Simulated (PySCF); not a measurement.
# C₅H₈N₂Si: full NMR table

```
Formula                               : C5H8N2Si
SMILES                                : C=Cc1nccn1[SiH3]
InChI                                 : InChI=1S/C5H8N2Si/c1-2-5-6-3-4-7(5)8/h2-4H,1H2,8H3
Point group of the computed structure : Cs
Degrees of unsaturation               : 4
Carbon signals                        : 5
Proton signals                        : 6
```

Bonds (- single, = double, # triple, : aromatic): C1=C2, C2-C3, C3:N4, N4:C5, C5:C6, C6:N7, N7-Si8, N7:C3. C1 carries H9, H10; C2 carries H11; C5 carries H12; C6 carries H13; Si8 carries H14, H15, H16. H9 is cis to C3; H10 is trans to C3.

PySCF calculation with PBE0/pcSseg-1 with gauge-including orbitals and geometry from GFN2-xTB; isolated molecule, one averaged value for each set of equivalent atoms, no relativistic terms, one computed conformer.

Referencing at the same level of theory: 1H (σ = 31.72 ppm), 13C (σ = 186.93 ppm), 29Si (σ = 349.16 ppm) vs TMS; NH3 for 15N (σ = 267.73 ppm).

| carbon | δC, type | δH (multiplicity) | HMBC from (2–3 bonds) | span of the C tensor (ppm) |
| --- | --- | --- | --- | --- |
| C1 | 125.3, CH2 | H9 7.11 (m); H10 5.71 (m) | H11 | 221 |
| C2 | 129.7, CH | 6.60 (m) | H9, H10 | 212 |
| C3 | 155.0, C | – | H12, H9, H13, H11, H10, H14/H15/H16 | 134 |
| C5 | 137.6, CH | 7.37 (m) | H13 | 160 |
| C6 | 126.9, CH | 6.70 (m) | H12, H14/H15/H16 | 147 |

Other nuclei:
| atoms | nucleus | environment | δ (ppm) | σ (ppm) |
| --- | --- | --- | --- | --- |
| H14/H15/H16 | 1H | hydrogen on a silicon bonded to N | 5.09 | 26.63 |
| Si8 | 29Si | silicon bonded to N, 3 H | -55.6 | 404.7 |
| N4 | 15N | pyridine-type nitrogen of an azole | 306.4 | -38.7 |
| N7 | 15N | pyrrole-type ring nitrogen | 170.6 | 97.2 |

1. Carbon types of the structure: 1 × C, 3 × CH, 1 × CH2, leaving 3 H on heteroatoms.
2. δC 155.0: substituted aromatic carbon next to a ring nitrogen.
3. δC 137.6, 126.9: aromatic CH next to a ring nitrogen.
4. δC 129.7: alkene CH; as expected for a trigonal carbon in a double bond.
5. δC 125.3: terminal =CH2 carbon; the olefinic region.
6. δH 7.37, 6.70: hydrogen on an aromatic CH next to a ring nitrogen; it sits in the deshielding region of the aromatic ring current.

Shifts are as computed. Against solution values, carbons near 30 ppm lie about +3 ppm off and those near 130 ppm about +5 ppm. Of 1313 compounds with measured shifts, 239 miss one by over three times the rms of a fit or turn the order of signals round; such compounds aren't used in these exercises. Experimental scales use liquid or dissolved standards, which lie at an offset from isolated NH3 (liquid NH3: subtract about 20 ppm). Unscaled 15N shifts of sp2 nitrogen come out 20 to 40 ppm too high even then. Multiplicities follow the n + 1 count of equivalent neighbours, as no J values were calculated; m marks all less simple cases, F and P coupling included.
